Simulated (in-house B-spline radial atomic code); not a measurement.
Computed with a B-spline radial atomic code. Model: two electrons, singlet ground state, non-relativistic, full CI in B-splines with partial waves to l = 8 (at full coupling up to 3e-4 hartree above the limit, correlation up to 0.6 % small), density held at that of full coupling by Lieb maximisation.

Along the adiabatic connection the electron repulsion is scaled by a coupling λ while a local potential keeps the density fixed. At λ = 0 the system is the Kohn-Sham one and W equals the exchange energy; the exchange-correlation energy is the area under W between 0 and 1. The kinetic energy rises with λ as the electrons avoid each other, with dT/dλ = −λ dW/dλ.

Command:
```bash
python run_ac.py task.json out
```
Settings (lengths in bohr, energies in hartree):
```
potential              harmonic
strength               0.0061
lmax                   8
```

Run time, properties included: 32 s on 1 thread of Intel(R) Xeon(R) Processor @ 2.30GHz (shared host).

**W = mean repulsion less Hartree energy, and W of three functionals.**

Given: confinement harmonic well; well frequency 0.0061 hartree; external potential omega^2 r^2/2.

Computed: LDA exchange minus exact 5.0235 millihartree; SCAN exchange minus exact -0.76294 millihartree.

```tsv
coupling	W xc (hartree)	W xc minus exchange (millihartree)	kinetic minus Kohn-Sham (millihartree)	LDA (PW92) W minus its exchange (millihartree)	PBE W minus its exchange (millihartree)	SCAN W minus its exchange (millihartree)
0	-0.04019	0	0	0	0	0
0.02	-0.042365	-2.176	0.02	-4.97	-2.89	-1.68
0.05	-0.044761	-4.572	0.1	-8.45	-5.48	-3.61
0.12	?	?	?	?	?	?
0.25	-0.050657	-10.467	0.83	-16.85	-12.59	-9.69
0.4	-0.052023	-11.833	1.26	-19.3	-14.81	-11.51
0.6	?	?	?	?	?	?
0.8	-0.053577	-13.387	2.14	-22.55	-17.79	-13.55
1	-0.053985	-13.795	2.51	-23.48	-18.65	-14.02
1.4	-0.054534	-14.345	3.16	-24.77	-19.86	-14.58
2	-0.055043	-14.853	4.01	-26	-21.01	-15.01
3	-0.055542	-15.352	5.23	-27.21	-22.15	-15.35
```

Task: What belongs in the row 0.12?

Result: W xc (hartree): -0.048017; W xc minus exchange (millihartree): -7.828; kinetic minus Kohn-Sham (millihartree): 0.37; LDA (PW92) W minus its exchange (millihartree): -12.84; PBE W minus its exchange (millihartree): -9.09; SCAN W minus its exchange (millihartree): -6.64.

Task: What belongs in the row 0.6?

Result: W xc (hartree): -0.05299; W xc minus exchange (millihartree): -12.8; kinetic minus Kohn-Sham (millihartree): 1.73; LDA (PW92) W minus its exchange (millihartree): -21.27; PBE W minus its exchange (millihartree): -16.6; SCAN W minus its exchange (millihartree): -12.8.

Task: What is the PBE exchange minus exact?

Result: 0.91279 millihartree.

**Energy parts, natural occupations and partial-wave weights.**

Computed: total energy 0.0543 hartree; exchange energy -0.04019 hartree; correlation energy -0.011289 hartree; kinetic part over minus potential part 0.18167; Hartree energy 0.080379 hartree; Kohn-Sham kinetic 0.0048606 hartree.

```
natural  occupation of the shell (electrons)
      s                               1.2552
      p                              0.68989
      d                              0.03243
      s                             0.020424
      p                                    ?
      s                           6.6438e-05
```

Task: What belongs in the row p?

Result: occupation of the shell (electrons): 0.0019381.

```
wave      weight
   s     0.63785
   p           ?
   d    0.016215
   f  2.2544e-05
   g  4.8783e-09
```

Task: What belongs in the row p?

Result: weight: 0.34592.

Task: What is the Lieb Oxford ratio E_xc over LDA exchange?

Result: 1.4639.

Task: What is the kinetic part of the DFT correlation energy?

Result: 0.0025061 hartree.

Half-way to full coupling W has made 89 % of its drop, against 50 % for a straight line, and second-order (GL2) theory, half the initial slope, overshoots the correlation energy by about 433 %: correlation is strong. Over couplings 0 to 1 the errors in E_xc come to about -2.4 millihartree for LDA, -2.2 millihartree for PBE, -0.5 millihartree for SCAN, so SCAN is nearest. In LDA and PBE and SCAN the errors of exchange and correlation have opposite signs, so the sum is smaller than the larger of the two.
